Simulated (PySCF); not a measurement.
Molecule: SMILES CC1=CC=CS1(=O)=O, C5H6O2S.

Geometry (Å), atoms numbered from 1 in this order:
```xyz
14

C     2.0198   -0.4183   -0.1108
C     0.5543   -0.2847   -0.1077
C    -0.4340   -1.0890   -0.4812
C    -1.7839   -0.5613   -0.3010
C    -1.8684    0.6572    0.2134
S    -0.1945    1.2452    0.5188
O     0.0563    1.3890    1.9269
O     0.1334    2.3572   -0.3309
H     2.3891   -0.3098    0.9096
H     2.3385   -1.3763   -0.5164
H     2.4522    0.3910   -0.6996
H    -0.2978   -2.0760   -0.8941
H    -2.6303   -1.1675   -0.5842
H    -2.7354    1.2429    0.4350
```

Frames of a GFN2-xTB Langevin trajectory at 600 K; GIAO PBE0/pcSseg-1 shieldings in PySCF 2.14.0 with density-fitted response routines, gas phase, non-relativistic; equivalent atoms averaged within each frame.

Referencing at the same level of theory: ¹³C (σ = 186.93 ppm) and ¹H (σ = 31.72 ppm) vs TMS; CS2 for ³³S (σ = 503.73 ppm); ¹⁷O (σ = 336.08 ppm) against H2O. The references are static minima.

**Question.** How do the shifts (ppm) fluctuate along the trajectory?

**Answer.** 
| time (fs) | C2 | C3 | C5 | C4 | C1 | S6 | O7/O8 | H13 | H12 | H14 |
| --- | --- | --- | --- | --- | --- | --- | --- | --- | --- | --- |
| optimised geometry | 155.9 | 124.4 | 141.4 | 135.0 | 12.0 | 340 | 176.8 | 6.69 | 6.15 | 6.65 |
| 250 | 160.2 | 147.9 | 142.8 | 137.1 | 12.0 | 333 | 168.2 | 8.37 | 7.51 | 7.16 |
| 425 | 147.3 | 135.0 | 157.5 | 131.3 | 7.3 | 318 | 133.8 | 7.68 | 5.82 | 7.05 |
| 625 | 169.0 | 127.7 | 142.6 | 133.1 | 16.0 | 339 | 201.2 | 6.16 | 7.37 | 6.15 |
| 800 | 151.7 | 135.8 | 164.3 | 144.1 | 17.5 | 350 | 193.5 | 7.75 | 5.87 | 7.87 |
| 1000 | 155.7 | 127.3 | 158.9 | 132.7 | 10.4 | 374 | 199.8 | 7.48 | 6.24 | 8.53 |
| mean of frames | 156.8 | 134.7 | 153.2 | 135.7 | 12.6 | 343 | 179.3 | 7.49 | 6.56 | 7.35 |
| standard deviation | 8.3 | 8.4 | 9.9 | 5.2 | 4.2 | 21 | 28.7 | 0.81 | 0.82 | 0.90 |

5 frames give an uncertainty of the mean of about the standard deviation over 2.2 at best, since frames this close in time may not be independent; classical motion lacks zero-point vibration, and the reference would need the same averaging.
